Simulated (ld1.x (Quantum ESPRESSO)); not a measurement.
**palladium (Pd), TM: configuration errors across variants**

Pd (Z = 46), norm-conserving Troullier–Martins (Kleinman–Bylander form), made with ld1.x (Quantum ESPRESSO) 7.5 (revPBE, fully relativistic). Core [Kr], reference 4d10 5s0 5p0. Waves: 5s (bound, empty): rc 2.75 bohr; 4d (bound): rc 1.55 bohr; 5p (bound, empty): rc 1.00 bohr. Local part: the p channel. Core correction: Bessel-smoothed model core inside 0.55 bohr.

Open shells are filled in proportion to 2j + 1 (rel_dist='average').

All-electron excitation energies from the reference (eV): (1) 4d9 5s0 5p0 9.026; (2) 4d8 5s0 5p0 29.757; (3) 4d6 5s0 5p0 113.306; (4) 4d9.5 5s0 5p0 3.190; (5) 4d8 5s1 5p0 13.623.

3 further variants failed, have other tests or too few solved ones, and are left out.

A true bound ghost makes a file unfit for plane-wave use even where its test errors are small: the radial tests pick states by their node count and pass the ghost by.

Errors AE − PS in meV (a dash: test not solved or not reliable):

| change | (1) | (2) | (3) | (4) | (5) | bound ghosts |
| --- | --- | --- | --- | --- | --- | --- |
| base | -19 | -149 | -1377 | -2.9 | -223 | p3/2 (extra level of the local part), p1/2 (extra level of the local part), s |
| wave 5p (bound): rc 1.00 bohr becomes 5p (bound): rc 0.66 bohr | -17 | – | -1310 | -2.7 | – | s, p3/2 (extra level of the local part), p1/2 (extra level of the local part) |
| wave 5p (bound): rc 1.00 bohr becomes 5p (bound): rc 0.88 bohr | -19 | – | -1374 | -2.9 | -211 | p1/2 (extra level of the local part), p3/2 (extra level of the local part), s |
| wave 5p (bound): rc 1.00 bohr becomes 5p (bound): rc 1.10 bohr | -18 | – | -1334 | -2.7 | -185 | p3/2 (extra level of the local part), p1/2 (extra level of the local part), s |
| wave 5p (bound): rc 1.00 bohr becomes 5p (bound): rc 1.16 bohr | -81 | – | -3853 | -14 | – | s, d5/2, d3/2, p1/2 (extra level of the local part), p3/2 (extra level of the local part) |

Task: Give the same row for: wave 5p (bound): rc 1.00 bohr becomes 5p (bound): rc 0.78 bohr.

Result: -18, –, -1360, -2.8, –; bound ghosts: s, p3/2 (extra level of the local part), p1/2 (extra level of the local part).
